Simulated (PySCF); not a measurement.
Two-component Hartree-Fock for Eu³⁷⁺ (europium, charge +37)

Start: [Ar] 3d8; 3d3/2 filled at m_j = -3/2, -1/2, +1/2, +3/2; 3d5/2 filled at m_j = -1/2, +1/2, +3/2, +5/2. Calculated with PySCF 2.14 in an even-tempered Gaussian basis (16 s from 7.3 bohr⁻², ratio 2.8; 12 p from 9.5 bohr⁻², ratio 2.8; 8 d from 9.5 bohr⁻², ratio 2.8; 3 f from 36 bohr⁻², ratio 3): generalised Hartree-Fock with the X2C-1e Hamiltonian and a Gaussian nucleus; one run each with spin-orbit coupling (SO) switched off, then screened by Boettger's factors.

```json
{"spinor shell": "1s1/2", "electrons": "2", "ε, spin-free (eV)": "-50463.2", "ε, screened SO (eV)": "-50453.8", "weight of nominal j (screened SO)": "1.000", "rms radius, screened SO (bohr)": "0.0254"}
{"spinor shell": "2s1/2", "electrons": "2", "ε, spin-free (eV)": "-9780.7", "ε, screened SO (eV)": "-9777.3", "weight of nominal j (screened SO)": "1.000", "rms radius, screened SO (bohr)": "0.103"}
{"spinor shell": "2p1/2", "electrons": "2", "ε, spin-free (eV)": "-8896.8", "ε, screened SO (eV)": "-9358.7", "weight of nominal j (screened SO)": "1.000", "rms radius, screened SO (bohr)": "0.0878"}
{"spinor shell": "2p3/2", "electrons": "4", "ε, spin-free (eV)": "-8896.8", "ε, screened SO (eV)": "-8696.3", "weight of nominal j (screened SO)": "1.000", "rms radius, screened SO (bohr)": "0.0940"}
{"spinor shell": "3s1/2", "electrons": "2", "ε, spin-free (eV)": "-3349.6", "ε, screened SO (eV)": "-3348.6", "weight of nominal j (screened SO)": "1.000", "rms radius, screened SO (bohr)": "0.258"}
{"spinor shell": "3p1/2", "electrons": "2", "ε, spin-free (eV)": "-3066.2", "ε, screened SO (eV)": "-3174.0", "weight of nominal j (screened SO)": "0.999", "rms radius, screened SO (bohr)": "0.249"}
{"spinor shell": "3p3/2", "electrons": "4", "ε, spin-free (eV)": "-3066.2", "ε, screened SO (eV)": "-3018.7", "weight of nominal j (screened SO)": "0.999", "rms radius, screened SO (bohr)": "0.261"}
{"spinor shell": "3d3/2", "electrons": "4", "ε, spin-free (eV)": "-2720.2", "ε, screened SO (eV)": "-2738.4", "weight of nominal j (screened SO)": "0.983", "rms radius, screened SO (bohr)": "0.230"}
{"spinor shell": "3d5/2", "electrons": "4", "ε, spin-free (eV)": "-2720.2", "ε, screened SO (eV)": "-2706.1", "weight of nominal j (screened SO)": "0.989", "rms radius, screened SO (bohr)": "0.233"}
```

```tsv
quantity	spin-free	screened SO
E (hartree)	-9939.20147	-9946.44577
M_J	4	4
⟨J²⟩	20.000	20.000
⟨L²⟩	12.000	12.813
⟨S²⟩	2.000	1.834
```

Each row is a mean over spinors that exchange with the open shell spreads, by up to 32.982 eV (3p3/2).

Breit and QED terms are absent; they matter most for the inner s and p1/2 levels.

Densities and radii are taken from the X2C orbitals without a picture-change correction, which distorts them close to the nucleus.

Without spin-orbit coupling the j labels of p, d and f shells carry no meaning; the spin-free column gives the mean over the occupied spinors of each nl shell.
